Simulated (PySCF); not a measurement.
# S: excitation energy

S [Ne] 3s2 3p4 (3P) → S [Ne] 3s1 3p4 4s1 (5P), as a difference of total energies. All numbers are calculated (PySCF 2.14, the spin-free X2C one-electron Hamiltonian (Gaussian nucleus), in aug-cc-pCVTZ-DK). Correlated levels: valence: [Ne] frozen. The calculations carry no spin-orbit coupling.

```
           method  excitation energy (eV)
              UHF                  16.567
    MP2 (valence)                  16.872
SCS-MP2 (valence)                  17.057
   CCSD (valence)                  16.580
CCSD(T) (valence)                  16.376
```

Q: How much does correlation contribute at CCSD(T) (valence)?

A: 16.376 − (16.567) = -0.191 eV, measured against UHF.

The upper state lies above the first ionisation limit, where it may autoionise and the basis confines it. A Rydberg-like electron needs more diffuse functions than a valence basis has.

The promoted electron is Rydberg-like, and one or two diffuse shells describe it only roughly, which tends to raise the upper state.

The coupled-cluster amplitudes are large for the upper state (T1 above 0.03 or a double amplitude above 0.15), so a single reference is strained.
